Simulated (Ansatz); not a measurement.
Ansatz (a quantum-chemistry and plane-wave program) input (RPA@PBE/cc-pV(T+d)Z):
A basis named .json is the Basis Set Exchange file of that set.

Ansatz 0.2 input:
```yaml
crystal:
  periodic: [false, false, false]
  atoms:
    - {symbol: N, position_ang: [-1.11756813, -1.20736291, -0.23075622]}
    - {symbol: B, position_ang: [0.04370508, -0.41922520, -0.14756916]}
    - {symbol: N, position_ang: [1.33292678, -0.85838705, -0.49639707]}
    - {symbol: Cl, position_ang: [-0.13254556, 1.27139538, 0.44753690]}
    - {symbol: H, position_ang: [-1.12163014, -2.16016762, -0.54999633]}
    - {symbol: H, position_ang: [-2.02006455, -0.85345721, 0.02903814]}
    - {symbol: H, position_ang: [1.53262728, -1.78217387, -0.83772563]}
    - {symbol: H, position_ang: [2.13630601, -0.26154698, -0.42152463]}
basis:
  gaussian:
    orbitals: cc-pV_T+d_Z.json
hamiltonian:
  xc: pbe
magnetization: {spin_polarized: false}
correlation: {method: rpa, electrons: outside_noble_gas}
```

Output:

```
Functional definition: PBE
integrals: 0.23 GiB planned
1079 factors; integrals over basis functions are off by at most 1.4e-3 eV
0.30 GiB of the device are held for the grids
1.01 GiB of device memory are held for the factors and their scratch space
mean field: 1.08 GiB planned
mean field evaluation 1: about -16224.5566 eV, gradient 9.1e1 eV
mean field evaluation 2: about -16224.5497 eV, gradient 9.1e1 eV
mean field evaluation 4: about -16239.5124 eV, gradient 1.3e1 eV
mean field evaluation 8: about -16239.9610 eV, gradient 6.1e-1 eV
mean field evaluation 16: about -16239.9618 eV, gradient 2.0e-5 eV
mean field -16239.96179988 eV, -596.8075883043 hartree, gradient 1.5e-6 eV, S^2 0.000000; 0 other end points of the search recorded, 0 dependent functions left out
8 core orbitals not correlated
reference -16206.88988739 eV, -595.5922179372 hartree; 12, 12 occupied and 165, 165 virtual orbitals, 1079 factors
Total energy: -16238.20262173 eV, -596.7429396997 hartree
```
